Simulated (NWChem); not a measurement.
# Atomisation of H5BSi

```
Si
H 1 1.4937
H 1 1.4960 2 108.37
H 1 1.5007 2 107.76 3 115.79
B 1 2.0208 2 114.55 4 118.68
H 5 1.2064 1 122.64 2 -15.49
H 5 1.2072 6 117.46 1 177.87
```
Charge 0, spin multiplicity 1.

Everything below was run with NWChem. Structure: optimised with B3LYP/def2-SVP, a minimum by its harmonic frequencies.

Basis set: def2-TZVP. The atomisation energy is electronic alone: no zero-point, thermal, spin-orbit or counterpoise terms. No value is extrapolated to the basis-set limit. Free atoms are single determinants with multiplicities B 2, H 2, Si 3.

B3LYP has NWChem's definition, with VWN1-RPA local correlation. The structure started from a generated list of species. No SCF solution was tested for a lower state.

Task: One of these methods gave an atomisation energy of 481.7 kcal/mol. Which?
(A) PBE0
(B) BHandHLYP
(C) B3LYP
(D) BP86

Result: A, PBE0. The others give 485.3 (BHandHLYP), 487.5 (B3LYP), 493.7 (BP86).
